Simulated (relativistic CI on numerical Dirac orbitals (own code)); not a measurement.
## Re⁶⁵⁺: computed level list

Method of calculation: Dirac-Coulomb-Breit CI, KLI orbitals optimised for each configuration, model QED (radiative potential, 1s self-energy scaled to tabulated hydrogen-like ionisation energies), unscaled Slater integrals (own radial code, finite nucleus).

Configuration list (outside the closed core 1s2): 2s2 2p6, 2s2 2p5 3s, 2s2 2p5 3p, 2s2 2p5 3d, 2s 2p6 3s, 2s 2p6 3p, 2s 2p6 3d, 2s2 2p5 4s, 2s2 2p5 4p, 2s2 2p5 4d, 2s2 2p5 4f, 2s2 2p4 3s2, 2s2 2p4 3s 3p, 2s 2p6 4s, 2s2 2p5 5s, 2s 2p6 4p, 2s2 2p5 5p, 2s2 2p4 3s 3d, 2s2 2p5 5d, 2s2 2p4 3p2, 2s2 2p5 5f, 2s2 2p5 5g, 2s 2p6 4d, 2s 2p6 4f, 2s2 2p4 3p 3d, 2s 2p5 3s2, 2s2 2p4 3d2, 2s 2p5 3s 3p, 2s 2p5 3s 3d, 2s 2p5 3p2, 2s 2p6 5s, 2s 2p6 5p, 2s 2p5 3p 3d, 2s 2p6 5d, 2s 2p6 5f, 2s 2p6 5g. Levels of other configurations are missing.

| No. | Configuration | Term | J | E (eV) | % | Next component (%) | Lifetime (s) |
| --- | --- | --- | --- | --- | --- | --- | --- |
| 1 | 2s2 2p6 | 1S | 0 | 0.0 | 100 |  |  |
| 2 | 2s2 2p5 3s | 3P° | 2 | 8530.3 | 100 |  | 2.07e-10 |
| 3 | 2s2 2p5 3s | 1P° | 1 | 8539.0 | 66 | 34 3P° | 6.03e-15 |
| 4 | 2s2 2p5 3p | 3P | 1 | 8682.5 | 49 | 32 3S | 1.43e-11 |
| 5 | 2s2 2p5 3p | 3D | 2 | 8684.2 | 50 | 33 1D | 9.62e-13 |
| 6 | 2s2 2p5 3p | 3D | 3 | 9086.6 | 100 |  | 5.34e-13 |
| 7 | 2s2 2p5 3p | 1P | 1 | 9087.0 | 56 | 36 3S | 5.59e-13 |
| 8 | 2s2 2p5 3p | 3P | 2 | 9099.9 | 67 | 33 1D | 3.36e-13 |
| 9 | 2s2 2p5 3p | 1S | 0 | 9158.1 | 62 | 37 3P | 3.69e-13 |
| 10 | 2s2 2p5 3d | 3P° | 0 | 9248.6 | 100 |  | 7.25e-13 |
| 11 | 2s2 2p5 3d | 3P° | 1 | 9258.8 | 65 | 33 3D° | 1.07e-14 |
| 12 | 2s2 2p5 3d | 3F° | 3 | 9259.5 | 54 | 39 1F° | 6.91e-13 |
| 13 | 2s2 2p5 3d | 3D° | 2 | 9267.9 | 54 | 18 3F° | 6.59e-13 |
| 14 | 2s2 2p5 3d | 3F° | 4 | 9348.4 | 100 |  | 5.97e-12 |
| 15 | 2s2 2p5 3d | 1D° | 2 | 9355.8 | 48 | 41 3P° | 3.22e-12 |
| 16 | 2s2 2p5 3d | 3D° | 3 | 9366.0 | 71 | 27 1F° | 5.46e-12 |
| 17 | 2s2 2p5 3d | 1P° | 1 | 9395.7 | 63 | 19 3P° | 3.38e-16 |
| 18 | 2s2 2p5 3s | 3P° | 0 | 10006.3 | 100 |  | 2.57e-11 |
| 19 | 2s2 2p5 3s | 3P° | 1 | 10009.7 | 66 | 34 1P° | 2.36e-14 |
| 20 | 2s2 2p5 3p | 3D | 1 | 10154.3 | 74 | 23 1P | 1.39e-11 |
| 21 | 2s2 2p5 3p | 3P | 0 | 10204.1 | 62 | 37 1S | 2.86e-12 |
| 22 | 2s 2p6 3s | 3S | 1 | 10495.2 | 91 | 5 2s2 2p5 3p 3P | 4.18e-14 |
| 23 | 2s 2p6 3s | 1S | 0 | 10536.7 | 100 |  | 4.16e-14 |
| 24 | 2s2 2p5 3p | 3D | 2 | 10567.1 | 50 | 33 1D | 3.20e-13 |
| 25 | 2s2 2p5 3p | 3P | 1 | 10572.9 | 46 | 27 3S | 2.21e-13 |
| 26 | 2s 2p6 3p | 3P° | 1 | 10655.3 | 66 | 32 1P° | 1.45e-15 |
| 27 | 2s 2p6 3p | 3P° | 0 | 10656.9 | 100 |  | 3.89e-14 |
| 28 | 2s2 2p5 3d | 3F° | 2 | 10735.1 | 74 | 20 1D° | 6.59e-13 |
| 29 | 2s2 2p5 3d | 3D° | 1 | 10761.5 | 48 | 34 1P° | 6.23e-16 |
| 30 | 2s2 2p5 3d | 3P° | 2 | 10831.0 | 47 | 36 3D° | 2.99e-12 |

Energies count from the lowest computed level; ° marks odd parity; lifetimes are radiative, by E1, M1, E2, M2 decay to levels of this space only.

The mean weight of the leading LS term, summed over parents, in these 30 levels is 71 %, and that of the leading jj configuration (from the same eigenvectors) 99 %, so jj coupling describes them better and the LS labels are nominal.

At this charge energies of transitions that change n are usually good to better than 1 %, and those within a shell (Δn = 0) to a few per cent.

LS names give the leading component of a level, which can be under half, so a name can repeat, a term be missing and a line seem to break the LS rules.
